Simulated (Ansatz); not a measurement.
```yaml
crystal:
  periodic: [false, false, false]
  atoms:
    - {symbol: C, position_ang: [-1.043241, 1.695030, -0.080663]}
    - {symbol: C, position_ang: [0.018831, 0.706196, 0.379157]}
    - {symbol: B, position_ang: [0.039810, -0.690065, -0.326806]}
    - {symbol: C, position_ang: [1.038593, -1.846650, 0.005930]}
    - {symbol: F, position_ang: [-0.858985, -0.928393, -1.288943]}
    - {symbol: H, position_ang: [-0.981414, 2.639935, 0.463966]}
    - {symbol: H, position_ang: [-0.942171, 1.918111, -1.145118]}
    - {symbol: H, position_ang: [-2.048290, 1.292965, 0.065376]}
    - {symbol: H, position_ang: [-0.060296, 0.519742, 1.459886]}
    - {symbol: H, position_ang: [1.025890, 1.134542, 0.270857]}
    - {symbol: H, position_ang: [1.586111, -2.142618, -0.895593]}
    - {symbol: H, position_ang: [0.484436, -2.737294, 0.322890]}
    - {symbol: H, position_ang: [1.761127, -1.596301, 0.783762]}
basis:
  gaussian: {orbitals: "6-31G*"}
magnetization: {spin_polarized: true, initial_magnetization: 1}
hamiltonian: {xc: {name: r2SCAN}, dispersion: rvv10}
```

```sh
$ ansatz run in.yaml --threads 4 --pin off --events-out ev --progress --plain --max-ram 10444MiB
```

Shortened log:

```
Error: a molecule whose nuclei and cores have a total charge of 40 cannot have a net charge of 0 together with 1 unpaired electrons
```

Problem. What is wrong with this run?

Solution. The number of unpaired electrons doesn't fit the electron count. The input was rejected before any iteration.
